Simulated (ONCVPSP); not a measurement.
## Configuration tests for Ca (Z = 20) (ONCV)

ONCVPSP 4.0.1 input, shortened (lines: element, Z, core and valence counts, functional; n l f; lmax; l rc ep ncon nbas qcut; lloc lpopt rc5 dvloc0; l nproj debl; icmod fcfact rcfact), PW91, scalar-relativistic:

```
  Ca 20.00    3    3  -109134      upf
    1    0    2.00
    2    0    2.00
    2    1    6.00
    3    0    2.00
    3    1    6.00
    4    0    1.00
    3
    0    2.20    0.00    3    8    5.40
    1    2.05    0.00    4    8    8.30
    2    1.95    0.34    5    8    5.70
    3    1.95    0.15    4    9    5.00
    4    5    1.25    3.00
    0    3    1.30
    1    2    0.50
    2    1    3.00
    3    3    3.70
    3    6.00    1.20
```

In the p channel the program set the typed energies aside and used -1.285, 0.250 Ha. In the d channel the program set the typed energies aside and used -0.309 Ha.

Energies are relative to the spin-unpolarised reference configuration 3s2 3p6 4s1; without spin polarisation the order of configurations can differ from experiment.

| valence configuration | charge | ΔE all-electron (eV) | error AE − PS (meV) |
| --- | --- | --- | --- |
| 3s2 3p6 4s2 | 0 | -6.341 | -0.2 |
| 3s2 3p6 4s0 | +2 | 11.860 | -1.6 |
| 3s1 3p6 4s2 | +1 | 47.923 | -294 |

(1) What are ΔE and the potential's error for 3s2 3p6 4s1.5?

## Answers

(1) ΔE = -3.820 eV all-electron; the error (AE − PS) is 0.0 meV.
